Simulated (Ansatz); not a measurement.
Isolated molecules relaxed with PBE0-D4/def2-TZVP in Ansatz; ΔE leaves out vibrations. CBS: MP2 limit from def2 TZ/QZ plus the TZ coupled-cluster correction, frozen cores. This one scheme is used for every species. DFT in def2-TZVPP. HSE06 is defined as in plane-wave codes. Each species was taken in one conformer, which may not be the lowest.

`B[SiH](F)[SiH2][SiH3]` + H₂ → `B[SiH2][SiH2][SiH3]` + H–F  (hydrogenolysis of the Si–F bond)

```
                species  HSE06-D4 energy (Eh)
`B[SiH](F)[SiH2][SiH3]`            -997.55329
                     H₂              -1.16802
  `B[SiH2][SiH2][SiH3]`            -898.29825
                    H–F            -100.39003
```

Problem. Work out ΔE.

Solution. ΔE = (-898.29825) + (-100.39003) − (-997.55329) − (-1.16802) = 0.03303 Eh = +86.7 kJ/mol. CCSD(T)/CBS gives +93.2 kJ/mol.

Largest T1 diagnostic among the species: 0.014.

From r2SCAN to r2SCAN0 (25 % exact exchange), in def2-TZVPP and without D4, ΔE moves by −5.1 kJ/mol. Leaving LDA and LC-ωPBE aside and taking each functional with its dispersion term where it has one, the values, not all of them listed here, spread over 15.9 kJ/mol, from HSE06-D4 to BLYP-D4. In def2-TZVPP, CCSD(T) changes the Hartree–Fock value by −8.6 kJ/mol (the triples alone add +0.1 kJ/mol) and MP2 by −5.3 kJ/mol.
